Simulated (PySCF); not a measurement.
**Interval between two levels of Mg⁺ by level of theory**

Mg⁺ [Ne] 3s1 [2S1/2, M_J = 1/2] → Mg⁺ [Ne] 3d1 [2D5/2, M_J = 5/2], as a difference of total energies. Computed with PySCF 2.14 in x2c-TZVPall-2c with one added diffuse shell each of s, p, d type (6s6p4d, 44 functions), with the two-component X2C-1e Hamiltonian. Correlated levels: [Ne] frozen. "Screened" scales the spin-orbit matrix elements by Boettger's factors to mimic the two-electron term; Breit and QED terms are absent.

```
                        method  interval between two levels (cm⁻¹)
               GHF (spin-free)                               70022
             GCCSD (spin-free)                               70022
     GHF (screened spin-orbit)                               70022
    GMP2 (screened spin-orbit)                               70022
   GCCSD (screened spin-orbit)                               70022
GCCSD(T) (screened spin-orbit)                               70022
```

**Question.** Estimate what GMP2 (spin-free) gives.

**Answer.** 70022 cm⁻¹, closest to GHF (spin-free) among the rows shown.

**Question.** Estimate what GCCSD(T) (spin-free) gives.

**Answer.** 70022 cm⁻¹, closest to GHF (spin-free) among the rows shown.

Errors of the correlated levels include the incompleteness of this basis and the frozen core.

For comparison: 71490 cm⁻¹ (measured; NIST Handbook of Basic Atomic Spectroscopic Data (Sansonetti and Martin, J. Phys. Chem. Ref. Data 34, 1559 (2005))).
